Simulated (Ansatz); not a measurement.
Mulliken charges of CH$_{4}$BrFOSi (`OC(Br)[SiH2]F`) from ωB97M-V/def2-TZVPP in Ansatz (PBE0-D4/def2-TZVP geometry).

| atom | x (Å) | y (Å) | z (Å) | charge (e) |
| --- | --- | --- | --- | --- |
| O1 | 0.214 | 1.595 | -0.376 | -0.274 |
| C2 | 0.493 | 0.250 | -0.438 | -0.075 |
| Br3 | 0.035 | -0.534 | -2.214 | -0.144 |
| Si4 | -0.573 | -0.649 | 0.838 | 0.506 |
| F5 | -0.181 | -2.195 | 0.806 | -0.309 |
| H6 | 0.800 | 2.082 | -0.966 | 0.188 |
| H7 | 1.558 | 0.021 | -0.353 | 0.165 |
| H8 | -2.000 | -0.486 | 0.495 | -0.020 |
| H9 | -0.257 | -0.131 | 2.191 | -0.036 |

Q: By hand: the dipole of these point charges (1 e Å = 4.8032 D).

A: Σ q r = (0.122, 0.380, 0.301) e Å, of length 0.500 e Å = 2.40 D.

Q: How does the dipole of the full density compare? (An estimate is asked.)

A: The calculation gave: (0.270, 0.389, 0.135) e Å, 2.37 D; the point charges give 1.01 times that, at 26° from its direction.

Point charges leave out the atoms' own dipoles, such as those of lone pairs, and Mulliken's split depends on the basis, so the two needn't agree.
